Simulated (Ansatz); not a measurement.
Ansatz (a quantum-chemistry and plane-wave program) input (RI-MP2/def2-TZVPP):
A basis named .json is the Basis Set Exchange file of that set.

Ansatz 0.2 input:
```yaml
crystal:
  periodic: [false, false, false]
  atoms:
    - {symbol: Cd, position_ang: [-0.25109247, -0.79782338, -0.38106613]}
    - {symbol: Cl, position_ang: [1.30828566, 1.28674475, -0.42634009]}
    - {symbol: Cl, position_ang: [-0.59931869, 0.96593302, 1.50229152]}
basis:
  gaussian:
    orbitals: def2-TZVPP
    fitting: {mean_field: def2-universal-jkfit, correlation: def2-TZVPP-RIFIT.json}
magnetization: {spin_polarized: true, initial_magnetization: 2}
correlation: {method: mp2, electrons: outside_noble_gas}
```

End of the output:

```
integrals: 0.08 GiB planned
511 factors; integrals over basis functions are off by at most 1.4e0 eV
422 factors; integrals over basis functions are off by at most 8.8e-1 eV
mean field: 0.43 GiB planned
mean field evaluation 1: about -29547.5241 eV, gradient 9.9e0 eV
mean field evaluation 2: about -29548.3849 eV, gradient 4.9e0 eV
mean field evaluation 4: about -29548.5972 eV, gradient 7.6e-1 eV
mean field evaluation 8: about -29548.6093 eV, gradient 1.0e-6 eV
mean field evaluation 16: about -29548.5463 eV, gradient 7.0e-1 eV
mean field -29548.60928912 eV, -1085.8913626086 hartree, gradient 1.0e-6 eV, S^2 2.029723; 4 other end points of the search recorded, 0 dependent functions left out
14 core orbitals not correlated
reference -29548.60928912 eV, -1085.8913626086 hartree; 14, 12 occupied and 112, 114 virtual orbitals, 422 factors
second order -21.63109856 eV of doubles, -0.00000000 eV of singles
Total energy: -29570.24038769 eV, -1086.6862908186 hartree
```

The spin state was set by rule; other spins were not relaxed.
